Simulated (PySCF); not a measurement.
HNSi, SMILES [NH+]#[Si-]. Heavy atoms are numbered as in [NH+:2]#[Si-:3]. Hydrogens are named by the atom that carries them.

The structure is a stationary point at PBE0-D3(BJ)/def2-TZVPD.

The numbers are results of PySCF with HF/pcSseg-2, not measurements.

GIAO shieldings, no solvent; atoms alike by connectivity are averaged. δ = σ(ref) − σ: ¹H against TMS (σ = 31.98 ppm); ¹⁵N against NH3 (σ = 262.2 ppm); ²⁹Si against TMS (σ = 383.2 ppm), references at their B3LYP-D3(BJ)/def2-TZVP geometries, non-relativistic.

Computed chemical shifts:
```
nucleus    atoms  count  δ (ppm)
-------  -------  -----  -------
¹H       H on N2      1     1.83
¹⁵N      N2 (NH)      1    180.0
²⁹Si         Si3      1    -27.4
```
